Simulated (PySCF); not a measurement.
**Working out the ionisation energy of Sb**

Sb [Kr] 4d10 5s2 5p3 (4S) → Sb+ [Kr] 4d10 5s2 5p2 (3P). Computed with PySCF 2.14 in aug-cc-pV5Z-PP with ECP28MDF, with scalar relativity through the core potential. Frozen: 4s2 4p6 4d10. Energies in hartree (1 hartree = 27.21139 eV):

| part | Sb (lower) | Sb+ (upper) |
| --- | --- | --- |
| UHF | -239.278046 | -238.963000 |
| MP2 opposite-spin | -0.050868 | -0.043207 |
| MP2 same-spin | -0.017595 | -0.008199 |

Task: What does Hartree-Fock give?

Result: (-238.963000) − (-239.278046) = 0.315046 hartree = 8.573 eV.

Task: What do MP2 and SCS-MP2 (6/5 opposite-spin, 1/3 same-spin) give?

Result: The opposite-spin parts differ by 0.208 eV and the same-spin parts by 0.256 eV. MP2: 8.573 + (0.208) + (0.256) = 9.037 eV. SCS-MP2: 8.573 + 1.2 × (0.208) + (0.256)/3 = 8.908 eV.

Measured between the centres of the two terms (NIST): 9.124 eV, so MP2 (valence) is off by -0.087 eV.

What remains against the reference includes basis incompleteness, the frozen core and correlation beyond second order.
